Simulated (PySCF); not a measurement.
# How methods differ on the interval between two levels of Ar+

Ar+ [Ne] 3s2 3p5 [2P3/2, M_J = 3/2] → Ar+ [Ne] 3s1 3p6 [2S1/2, M_J = 1/2], as a difference of total energies. Computed with PySCF 2.14 in x2c-TZVPall-2c with one added diffuse shell each of s, p type (6s7p2d1f, 44 functions), with the two-component X2C-1e Hamiltonian. Correlated levels: [Ne] frozen; the 6 highest virtual spinors dropped. "Screened" scales the spin-orbit matrix elements by Boettger's factors to mimic the two-electron term; Breit and QED terms are absent.

| method | interval between two levels (cm⁻¹) |
| --- | --- |
| GHF (spin-free) | 150220 |
| GMP2 (spin-free) | 128610 |
| GHF (screened spin-orbit) | 150730 |
| GMP2 (screened spin-orbit) | 129110 |

Errors of the correlated levels include the incompleteness of this basis and the frozen core.

Q: Which method comes closest to the reference value, and which is furthest?

A: The reference is 108720 cm⁻¹ (measured; NIST Handbook of Basic Atomic Spectroscopic Data (Sansonetti and Martin, J. Phys. Chem. Ref. Data 34, 1559 (2005))). Closest: GMP2 (spin-free) (error 19888 cm⁻¹); furthest: GHF (screened spin-orbit) (error 42007 cm⁻¹).
